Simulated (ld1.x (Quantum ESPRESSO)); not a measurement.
**What one change does to a pseudopotential (rhodium (Rh), TM)**

```
Element                 : rhodium
Generator               : ld1.x (Quantum ESPRESSO) 7.5
Type                    : norm-conserving Troullier–Martins (Kleinman–Bylander form)
Functional              : LDA (PZ)
Relativity              : scalar-relativistic
Frozen core             : [Ar] 3d10 4s2
Valence charge          : 15
Reference configuration : 4p6 4d8 5s0.5 5p0.5
Partial waves           : 5s (bound): rc 2.60 bohr; 4d (bound): rc 1.20 bohr; 4p (bound): rc 1.35 bohr
Local potential         : the p channel
Core correction         : none
```

Occupied shells without a wave of their own: 5p. They enter only through the test configuration that unscreens the potential.

All-electron outer shells of the reference configuration (LDA (PZ), scalar-relativistic, ld1.x):

```csv
shell,level (eV),outermost node (bohr),outermost maximum (bohr)
3d,-301.88,–,0.29
4s,-83.45,0.47,0.88
4p,-51.44,0.47,0.94
4d,-7.02,0.46,1.15
5s,-5.22,1.19,2.60
5p,-1.49,1.35,3.69
```

Change: wave 4p (bound): rc 1.35 bohr becomes 4p (bound): rc 1.98 bohr.

Cutoffs: the cutoffs (Ry, on a coarse ladder) from which the occupation-weighted sum of valence levels, in a spherical-Bessel basis at the reference potential, stays within 10 and 1 mRy of its value at 400 Ry; they do not see the model core or the augmentation charge, which bear on the density cutoff. Errors are all-electron minus pseudo energies relative to the spin-unpolarised reference configuration.

Task: What does the change do?

Result: The potential gets softer (80 Ry and 120 Ry → 70 Ry and 90 Ry); both files keep a bound ghost (s); of the 9 tests that both files solve, the error grows in 7 and shrinks in 1 by more than 15 % and 0.3 meV (median size 43.8 → 98.8 meV); the range in which the p phases agree narrows (upper end 4.4 → -0.2); the range in which the d phases agree narrows (upper end at the end of the scan → 1.4). A larger radius leaves more room for a smooth pseudo-wave, so fewer plane waves are needed.

| quantity | base | changed |
| --- | --- | --- |
| cutoff, loose | 80 Ry | 70 Ry |
| cutoff, tight | 120 Ry | 90 Ry |
| loose cutoff by channel (10 mRy a level) | s 6 Ry, d 50 Ry, p 55 Ry | s 6 Ry, d 50 Ry, p 30 Ry |
| bound ghosts | s | s |
| largest miss of a reference level, eV | 0.03 | 0.10 |
| error for 4p6 4d8 5s1 5p0, meV [ΔE -1.83 eV] | -13 | -46 |
| error for 4p6 4d8 5s0 5p0, meV [ΔE 5.96 eV] | -31 | -105 |
| error for 4p6 4d7 5s0 5p0, meV [ΔE 25.72 eV] | -44 | -178 |
| error for 4p6 4d8 5s0 5p1, meV [ΔE 1.90 eV] | +13 | +55 |
| error for 4p6 4d5 5s0 5p0, meV [ΔE 105.61 eV] | -46 | -243 |
| error for 4p6 4d8.5 5s0.5 5p0, meV [ΔE -2.43 eV] | -9.4 | -33 |
| error for 4p6 4d6 5s0 5p0, meV [ΔE 58.46 eV] | -49 | -228 |
| error for 4p6 4d8 5s0.5 5p0.5 (spin-polarised), meV [ΔE -0.81 eV] | +92 | +99 |
| error for 4p6 4d8 5s1 5p0 (spin-polarised), meV [ΔE -2.72 eV] | +80 | +51 |
| s: phases at 2.86 bohr within 0.05 rad from the reference energy up to (Ry; the scan ends near 5) | 3.0 | n/a |
| p: phases at 2.86 bohr within 0.05 rad from the reference energy up to (Ry; the scan ends near 5) | 4.4 | -0.2 |
| d: phases at 2.86 bohr within 0.05 rad from the reference energy up to (Ry; the scan ends near 5) | to the end of the scan | 1.4 |

Base: These tests converged, but a pseudo level misses the all-electron one widely, so the file describes the atom poorly there or has found another state: 4p6 4d5 5s0 5p0: empty 5s by 8.3 eV (a node warning on the way). Changed file: The 5p level has no wave, so the channel is fitted at the deeper level alone: the likely source of the large errors. A true bound ghost makes a file unfit for plane-wave use even where its test errors are small: the radial tests pick states by their node count and pass the ghost by.
